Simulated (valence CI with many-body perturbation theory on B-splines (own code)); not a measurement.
**Ca5+ in three bases**

Calculated by relativistic CI+MBPT: five valence electrons over a frozen Dirac-Fock core [Ne], a basis of 9 s, 9 p, 8 d, 6 f, 3 g, 1 h functions for each j, with the one-electron correlation potential Σ1 (screened to all orders), the two-electron term Σ2, the three-electron term Σ3, Breit, model QED; selected single and double excitations, second order for the rest, scaled by the run's own slope (own B-spline code, finite nucleus).

No measured spectrum was set against this ion. As an estimate, levels hold to about 100 cm⁻¹ or 0.05 % of their energy and the worst to 300 or 400 cm⁻¹, as in measured light ions of charge 2 to 7. Among the levels kept, up to 1800 cm⁻¹ of a level comes from second order outside the variational space, and about a tenth of that is noise between levels of different J, which matters for small intervals.

The reference run has the lowest level 3s²3p³ ⁴S°_3/2 and an ionisation energy of 107.641 eV. Its largest variational space holds 20001 state functions.

Names give the largest LS component (configuration and term), which can be under half, so a name can repeat, a term be missing and a line seem to break the LS rules; names also repeat where a configuration has a term twice. Letters in brackets count levels of one name in rising energy.

Changed runs:
A. basis 6 s, 6 p, 5 d, 3 f, 1 g
B. basis 5 s, 5 p, 4 d, 2 f

Excitation energies of the reference run in cm⁻¹, and shifts in cm⁻¹:

```
                 Level  Reference       A       B
        3s²3p³ ²D°_3/2      27047    +177    +691
        3s²3p³ ²D°_5/2      27454    +179    +693
        3s²3p³ ²P°_1/2      44880    +210    +793
        3s²3p³ ²P°_3/2      45435    +205    +786
          3s3p⁴ ⁴P_5/2     155720    +3.9    +131
          3s3p⁴ ⁴P_3/2     157700    +2.8    +128
          3s3p⁴ ⁴P_1/2     158761    +4.7    +130
          3s3p⁴ ²D_3/2     193326    +145    +544
          3s3p⁴ ²D_5/2     193523    +145    +547
   3s²3p²3d ²P_3/2 [a]     222800    +154    +476
   3s²3p²3d ²P_1/2 [a]     224833    +159    +496
          3s3p⁴ ²S_1/2     234074    +296   +1025
Ionisation energy (eV)    107.641  -0.021  -0.059
```
